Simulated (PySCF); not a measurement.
H$_{4}$O$_{4}$P (SMILES O=P(O)(O)[OH2+]), charge +1, singlet, at a GFN2-xTB geometry, atoms displaced at random by about 0.03 Å a coordinate; TPSS/6-31G, gradient (PySCF).

The PySCF input:
```python
from pyscf import gto, scf, dft

mol = gto.M(
    atom='''
O     0.329624    1.419958   -0.641960
P    -0.161718    0.212903   -0.051680
O    -0.407942    0.124272    1.441461
O    -1.181747   -0.705312   -0.694763
O     1.288124   -0.985431   -0.073844
H    -0.378661    0.982936    1.947538
H    -1.326200   -0.546296   -1.601116
H     2.154894   -0.615265   -0.152207
H     1.266758   -1.764333    0.510477
''',
    basis='6-31g',
    charge=1,
    spin=0,
    verbose=4,
)

mf = dft.RKS(mol)
mf.xc = 'tpss'
mf.kernel()
g = mf.nuc_grad_method()
grad = g.kernel()
```

It wrote (shortened):

```
PySCF version 2.14.0

[INPUT] verbose = 4
[INPUT] num. atoms = 9
[INPUT] num. electrons = 50
[INPUT] charge = 1
[INPUT] spin (= nelec alpha-beta = 2S) = 0
[INPUT] symmetry False subgroup None
[INPUT] Mole.unit = angstrom
[INPUT] Symbol           X                Y                Z      unit          X                Y                Z       unit  Magmom
[INPUT]  1 O      0.329624000000   1.419958000000  -0.641960000000 AA    0.622899084084   2.683331728385  -1.213128582926 Bohr   0.0
[INPUT]  2 P     -0.161718000000   0.212903000000  -0.051680000000 AA   -0.305602729412   0.402328361098  -0.097661046118 Bohr   0.0
[INPUT]  3 O     -0.407942000000   0.124272000000   1.441461000000 AA   -0.770898654707   0.234840044952   2.723966509242 Bohr   0.0
[INPUT]  4 O     -1.181747000000  -0.705312000000  -0.694763000000 AA   -2.233178178526  -1.332846512369  -1.312911791481 Bohr   0.0
[INPUT]  5 O      1.288124000000  -0.985431000000  -0.073844000000 AA    2.434201574479  -1.862194704656  -0.139544935942 Bohr   0.0
[INPUT]  6 H     -0.378661000000   0.982936000000   1.947538000000 AA   -0.715565584054   1.857479837975   3.680313437183 Bohr   0.0
[INPUT]  7 H     -1.326200000000  -0.546296000000  -1.601116000000 AA   -2.506154786398  -1.032349822945  -3.025670733659 Bohr   0.0
[INPUT]  8 H      2.154894000000  -0.615265000000  -0.152207000000 AA    4.072159487469  -1.162682344031  -0.287629544242 Bohr   0.0
[INPUT]  9 H      1.266758000000  -1.764333000000   0.510477000000 AA    2.393825686102  -3.334106162532   0.964661722890 Bohr   0.0

nuclear repulsion = 290.819134286699
number of shells = 35
number of NR pGTOs = 150
number of NR cGTOs = 57
basis = 6-31g
ecp = {}

******** <class 'pyscf.dft.rks.RKS'> ********
method = RKS
initial guess = minao
damping factor = 0
level_shift factor = 0
DIIS = <class 'pyscf.scf.diis.CDIIS'>
diis_start_cycle = 1
diis_space = 8
diis_damp = 0
SCF conv_tol = 1e-09
SCF conv_tol_grad = None
SCF max_cycles = 50
direct_scf = True
direct_scf_tol = 1e-13
XC library pyscf.dft.libxc version 7.1.2
    S. Lehtola, C. Steigemann, M. J. T. Oliveira, and M. A. L. Marques,  SoftwareX 7, 1–5 (2018)
XC functionals = tpss
    J. Tao, J. P. Perdew, V. N. Staroverov, and G. E. Scuseria,  Phys. Rev. Lett. 91, 146401 (2003)
    J. P. Perdew, J. Tao, V. N. Staroverov, and G. E. Scuseria,  J. Chem. Phys. 120, 6898 (2004)
    J. Tao, J. P. Perdew, V. N. Staroverov, and G. E. Scuseria,  Phys. Rev. Lett. 91, 146401 (2003)
    J. P. Perdew, J. Tao, V. N. Staroverov, and G. E. Scuseria,  J. Chem. Phys. 120, 6898 (2004)
radial grids:
    Treutler-Ahlrichs [JCP 102, 346 (1995); DOI:10.1063/1.469408] (M4) radial grids

becke partition: Becke, JCP 88, 2547 (1988); DOI:10.1063/1.454033
pruning grids: <function nwchem_prune>
grids dens level: 3
symmetrized grids: False
atomic radii adjust function: <function treutler_atomic_radii_adjust>
small_rho_cutoff = 0
Set gradient conv threshold to 3.16228e-05
Initial guess from minao.
tot grids = 114744
init E= -645.794512530985
  HOMO = -0.418424896319397  LUMO = -0.0620629922868063  gap/eV = 9.69710
cycle= 1 E= -643.758677265313  delta_E= 2.04  |g|= 1.37  |ddm|= 3.14
  HOMO = -0.312958481268233  LUMO = -0.226881902322048  gap/eV = 2.34226
cycle= 2 E= -642.31738366776  delta_E= 1.44  |g|= 2.79  |ddm|= 4.77
  HOMO = -0.469084631271989  LUMO = -0.245997707685424  gap/eV = 6.07050
cycle= 3 E= -643.942507017402  delta_E= -1.63  |g|= 1.03  |ddm|= 3.95
  HOMO = -0.503427357351424  LUMO = -0.258173724075333  gap/eV = 6.67369
cycle= 4 E= -644.161357644942  delta_E= -0.219  |g|= 0.0988  |ddm|= 0.937
  HOMO = -0.495748529513908  LUMO = -0.262443953819399  gap/eV = 6.34854
cycle= 5 E= -644.161353783975  delta_E= 3.86e-06  |g|= 0.0984  |ddm|= 0.148
  HOMO = -0.495959413496344  LUMO = -0.259386373418816  gap/eV = 6.43748
cycle= 6 E= -644.163103433646  delta_E= -0.00175  |g|= 0.0196  |ddm|= 0.0735
  HOMO = -0.496781594884067  LUMO = -0.258624043696766  gap/eV = 6.48060
cycle= 7 E= -644.163196325916  delta_E= -9.29e-05  |g|= 0.0032  |ddm|= 0.0228
  HOMO = -0.497110198305333  LUMO = -0.258824420661783  gap/eV = 6.48409
cycle= 8 E= -644.163197792984  delta_E= -1.47e-06  |g|= 0.00183  |ddm|= 0.00352
  HOMO = -0.49719639400472  LUMO = -0.258849618092359  gap/eV = 6.48575
cycle= 9 E= -644.163198404333  delta_E= -6.11e-07  |g|= 0.000394  |ddm|= 0.00151
  HOMO = -0.497166002224833  LUMO = -0.258805063501989  gap/eV = 6.48613
cycle= 10 E= -644.16319844252  delta_E= -3.82e-08  |g|= 6.45e-05  |ddm|= 0.000658
  HOMO = -0.497173638111045  LUMO = -0.258811537006914  gap/eV = 6.48616
cycle= 11 E= -644.163198443757  delta_E= -1.24e-09  |g|= 4.1e-06  |ddm|= 0.000106
  HOMO = -0.497173306645179  LUMO = -0.258811557771666  gap/eV = 6.48615
cycle= 12 E= -644.163198443763  delta_E= -5.46e-12  |g|= 4.66e-07  |ddm|= 5e-06
  HOMO = -0.497173195916623  LUMO = -0.258811560303675  gap/eV = 6.48615
Extra cycle  E= -644.163198443762  delta_E= 1.02e-12  |g|= 1.36e-06  |ddm|= 1.78e-06
converged SCF energy = -644.163198443762

******** <class 'pyscf.grad.rks.Gradients'> for <class 'pyscf.dft.rks.RKS'> ********
unit = Eh/Bohr
grid_response = False
--------------- RKS gradients ---------------
         x                y                z
0 O    -0.0678735206    -0.1559924666     0.0819051047
1 P    -0.0340433226     0.0413525938    -0.0020001168
2 O     0.0223917656    -0.0042756815    -0.1389937447
3 O     0.0732278140     0.0825124399     0.0079464330
4 O     0.0182718095     0.0176106251    -0.0080175642
5 H     0.0032570279     0.0129702311    -0.0089824829
6 H     0.0230783189     0.0060679754     0.0620887524
7 H    -0.0400895386    -0.0154763496     0.0098634789
8 H     0.0017013732     0.0152841030    -0.0038824181
----------------------------------------------
```
